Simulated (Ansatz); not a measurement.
The cluster CdSe2⁻. The state is a doublet with charge -1. Geometry PBE0-D4/def2-TZVPD; atoms count from 1.

Cartesian coordinates in Å:
```
Cd 1.172 0.779 -1.452
Se -0.455 -1.422 0.278
Se -0.717 0.643 1.174
```

In the def2 sets Cd takes a core potential; there is no spin–orbit coupling. Another isomer (doublet) lies 0.51 eV lower at PBE0-D4/def2-TZVPD; other spin states weren't run for this one.

Q: Estimate the Mulliken populations from the PBE0/def2-TZVPD orbitals of Ansatz.

A: 
| atom | charge (e) | spin (α − β) | d electrons |
| --- | --- | --- | --- |
| Cd1 | -0.13 | -0.01 | 10.00 |
| Se2 | -0.43 | 0.51 | – |
| Se3 | -0.43 | 0.51 | – |
Mulliken values depend strongly on the basis. With diffuse functions, as here, like atoms can get unlike values, and bond orders can come out too low or too high.

Q: Where does the spin sit?

A: Summed by element: Cd -0.01, Se 1.01, of 1 unpaired in all. Largest on single atoms: Se2 0.51, Se3 0.51, Cd1 -0.01.

Q: And the Mayer bond orders between heavy atoms (over 0.3)?

A: Se2–Se3 1.36 (2.27 Å).
